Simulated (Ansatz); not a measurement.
GaH2O2 (`[OH][Ga][OH]`) radical. Charge 0, multiplicity 2. The structure was optimised at the PBE0-D4/def2-TZVP level. It is one conformer, not always the lowest.

```xyz
5

O    -0.038    0.257    1.297
Ga   -0.819   -0.201   -0.264
O     0.294   -0.286   -1.670
H    -0.633    0.303    2.049
H     1.197   -0.073   -1.412
```

(1) What is the dipole moment at r2SCAN/def2-TZVPP? (Estimate.)

(2) And with PBE, B3LYP, ωB97M-V? (An estimate is asked.)

(3) Give the Mulliken charges with r2SCAN, B3LYP, ωB97M-V in def2-TZVPP. (An estimate is asked.)

Results:

(1) The calculation gave: 1.74 D, with components (-1.01, 0.10, 1.41) D in this frame, pointing from negative to positive charge.

(2) Computed: PBE 1.67 D, B3LYP 1.82 D, ωB97M-V 1.84 D.

(3) Ansatz gave: 
| atom | r2SCAN | B3LYP | ωB97M-V |
| --- | --- | --- | --- |
| O1 | -0.41 | -0.39 | -0.39 |
| Ga2 | 0.45 | 0.44 | 0.47 |
| O3 | -0.43 | -0.41 | -0.41 |
| H4 | 0.20 | 0.18 | 0.17 |
| H5 | 0.19 | 0.18 | 0.17 |

B3LYP here is the variant with VWN-RPA as its local correlation; programs differ in this.
